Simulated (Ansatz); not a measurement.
C$_{2}$H$_{5}$Cl$_{2}$InO (`CC[O][In]([Cl])[Cl]`) at its PBE0-D4/def2-TZVP geometry, where that method's forces vanish. Total charge 0; spin multiplicity 1. In takes the def2 core potential.

```json
{"atom": "C1", "x (Å)": "-0.7740", "y (Å)": "0.3726", "z (Å)": "-1.1931"}
{"atom": "C2", "x (Å)": "0.2539", "y (Å)": "-0.6743", "z (Å)": "-0.8280"}
{"atom": "O3", "x (Å)": "0.1033", "y (Å)": "-1.1456", "z (Å)": "0.4971"}
{"atom": "In4", "x (Å)": "0.5159", "y (Å)": "0.0087", "z (Å)": "2.0268"}
{"atom": "Cl5", "x (Å)": "1.6147", "y (Å)": "2.0124", "z (Å)": "1.6861"}
{"atom": "Cl6", "x (Å)": "-0.0133", "y (Å)": "-0.6719", "z (Å)": "4.1516"}
{"atom": "H7", "x (Å)": "-0.6797", "y (Å)": "0.6604", "z (Å)": "-2.2436"}
{"atom": "H8", "x (Å)": "-0.6392", "y (Å)": "1.2800", "z (Å)": "-0.5937"}
{"atom": "H9", "x (Å)": "-1.7843", "y (Å)": "-0.0082", "z (Å)": "-1.0284"}
{"atom": "H10", "x (Å)": "0.1378", "y (Å)": "-1.5523", "z (Å)": "-1.4739"}
{"atom": "H11", "x (Å)": "1.2650", "y (Å)": "-0.2817", "z (Å)": "-1.0008"}
```

(1) For each bond, give half the difference of the two atoms' forces along it (eV/Å; positive pushes the atoms apart) under PBE-D4, r2SCAN-D4, B3LYP-D4, ωB97M-V in def2-TZVPP. (Best estimate.)

Results:

(1) Computed: 
| bond | length (Å) | PBE-D4 | r2SCAN-D4 | B3LYP-D4 | ωB97M-V |
| --- | --- | --- | --- | --- | --- |
| C1–C2 | 1.512 | -0.05 | 0.04 | 0.16 | 0.16 |
| C1–H7 | 1.093 | 0.09 | -0.03 | -0.07 | -0.08 |
| C1–H8 | 1.096 | 0.11 | -0.02 | -0.07 | -0.07 |
| C1–H9 | 1.092 | 0.10 | -0.04 | -0.06 | -0.07 |
| C2–O3 | 1.414 | 0.27 | 0.27 | 0.24 | 0.26 |
| C2–H10 | 1.096 | 0.14 | -0.04 | -0.15 | -0.18 |
| C2–H11 | 1.098 | 0.04 | -0.08 | -0.13 | -0.12 |
| O3–In4 | 1.960 | 0.30 | 0.05 | 0.08 | -0.11 |
| In4–Cl5 | 2.310 | 0.12 | 0.03 | 0.16 | -0.03 |
| In4–Cl6 | 2.293 | 0.11 | 0.04 | 0.14 | -0.01 |

B3LYP here is the variant with VWN-RPA as its local correlation; programs differ in this.
